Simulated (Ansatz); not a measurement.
Molecule: CSi, charge 0, multiplicity 3. 
Geometry from a B3LYP-D3(BJ)/def2-TZVP (Ansatz, a program for electronic structure) optimisation:
SMILES: [C]=[Si]
```xyz
2

Si     0.0000     0.0000    -0.5141
C      0.0000     0.0000     1.1995
```
Charge 0, spin multiplicity 3.

Basis-set convergence of Hartree-Fock and MP2 correlation energies (hartree) with Ansatz. Valence correlation only, unless marked. Open shells are spin-unrestricted. No spin-orbit coupling. No relativistic terms.

The UHF reference is spin-contaminated (<S^2> 0.53 over the pure value in the largest basis). The T1 diagnostic of CCSD in the largest basis is 0.092, which is high, so the coupled-cluster rows are less sure than usual.

| basis | functions | E(HF) | E(corr, MP2) |
|---|---|---|---|
| cc-pV(D+d)Z | 37 | -326.62916 | -0.13021 |
| cc-pV(T+d)Z | 69 | -326.64561 | -0.16218 |
| cc-pV(Q+d)Z | 119 | -326.65029 | -0.17409 |
| cc-pV(5+d)Z | 191 | -326.65121 | -0.17923 |

Extrapolating the two largest sets (X = 4 and 5) as X^-3: E(corr) = (125·(-0.17923) - 64·(-0.17409))/61 = -0.1846 Eh, an estimate of the basis-set limit. The largest set recovers 97.1 % of it, the smallest 70.5 %.
